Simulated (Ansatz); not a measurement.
All values below come from frozen-core CCSD(T)/def2-TZVPP // BP86-D3(BJ)/def2-SVP (Ansatz, an electronic-structure program).

Ansatz 0.2 input:
```yaml
crystal:
  periodic: [false, false, false]
  atoms:
    - { symbol: V, position_ang: [0.002474, -0.117442, 0.019382] }
    - { symbol: O, position_ang: [-0.153288, 1.429279, -0.204469] }
    - { symbol: N, position_ang: [0.926897, -0.389738, 1.602746] }
    - { symbol: H, position_ang: [1.173558, -1.305183, 1.995351] }
    - { symbol: H, position_ang: [1.265196, 0.365385, 2.207446] }
    - { symbol: N, position_ang: [-1.68935, -0.868157, 0.118411] }
    - { symbol: H, position_ang: [-1.888057, -1.864216, 0.264759] }
    - { symbol: H, position_ang: [-2.560466, -0.334565, 0.036299] }
    - { symbol: N, position_ang: [0.944062, -0.825048, -1.411919] }
    - { symbol: H, position_ang: [1.188055, -1.814902, -1.529032] }
    - { symbol: H, position_ang: [1.292577, -0.271595, -2.200914] }
basis:
  gaussian: { orbitals: def2-TZVPP }
correlation:
  method: ccsd_t
```

Output:

```
Functional definition: HF
1705 factors; integrals over basis functions are off by at most 1.1e-3 eV
mean field evaluation 1: about -32220.4240 eV, gradient 9.5e1 eV
mean field evaluation 2: about -32220.6209 eV, gradient 9.5e1 eV
mean field evaluation 4: about -32235.3239 eV, gradient 2.1e1 eV
mean field evaluation 8: about -32236.1757 eV, gradient 9.3e-1 eV
mean field evaluation 16: about -32236.2114 eV, gradient 1.2e-4 eV
mean field -32236.21142155 eV, -1184.6589192531 hartree, gradient 2.4e-6 eV, S^2 0.000000; 0 other end points of the search recorded, 0 dependent functions left out
9 core orbitals not correlated
reference -32236.21142155 eV, -1184.6589192531 hartree; 20, 20 occupied and 243, 243 virtual orbitals, 1705 factors
second order -42.56123678 eV of doubles, -0.00000000 eV of singles
cycle   1  -35.82120383 eV  change     6.7e0 eV  update   5.0e-1
cycle   2  -39.77078084 eV  change    -3.9e0 eV  update   5.9e-1
cycle   3  -40.28428038 eV  change   -5.1e-1 eV  update   9.1e-2
cycle   4  -40.29626565 eV  change   -1.2e-2 eV  update   5.5e-2
cycle   5  -40.26072573 eV  change    3.6e-2 eV  update   1.7e-2
cycle   6  -40.27430348 eV  change   -1.4e-2 eV  update   7.7e-3
cycle   7  -40.27110872 eV  change    3.2e-3 eV  update   3.4e-3
cycle   8  -40.26729154 eV  change    3.8e-3 eV  update   2.5e-3
cycle   9  -40.26778124 eV  change   -4.9e-4 eV  update   8.1e-4
cycle  10  -40.26947322 eV  change   -1.7e-3 eV  update   3.9e-4
cycle  11  -40.26964882 eV  change   -1.8e-4 eV  update   1.5e-4
cycle  12  -40.26952316 eV  change    1.3e-4 eV  update   7.1e-5
cycle  13  -40.26952958 eV  change   -6.4e-6 eV  update   3.8e-5
perturbative correction -2.81305608 eV, -0.1033779042 hartree
Total energy: -32279.29400721 eV, -1186.2421750736 hartree
```

Cost: around 19 core-minutes (rough).
